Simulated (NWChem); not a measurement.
Molecule: CH$_{4}$F$_{2}$OSi; SMILES [SiH](F)(F)CO

```xyz
9

O      0.1206     2.1774     0.1734
C     -0.6271     1.1184    -0.4258
Si     0.0242    -0.4744     0.3334
F     -0.9543    -1.6713    -0.1131
F      1.4785    -0.8130    -0.2567
H     -0.1506     3.0152    -0.2314
H     -0.5031     1.0838    -1.5207
H     -1.7088     1.2085    -0.2285
H      0.1038    -0.4365     1.8079
```
Atoms are numbered in this order, from 1.

Computed with NWChem. Geometry: optimised at B3LYP/6-31G* (spherical d).

Q: Among these, which level gives the highest value of “orbital gap (eV)”?
A. CAM-B3LYP/def2-TZVP
B. PBE/def2-TZVP
C. B3LYP/def2-TZVP
D. TPSSh/def2-TZVP

A: A, CAM-B3LYP/def2-TZVP. Values: PBE/def2-TZVP 6.02; TPSSh/def2-TZVP 7.43; B3LYP/def2-TZVP 8.11; CAM-B3LYP/def2-TZVP 11.09
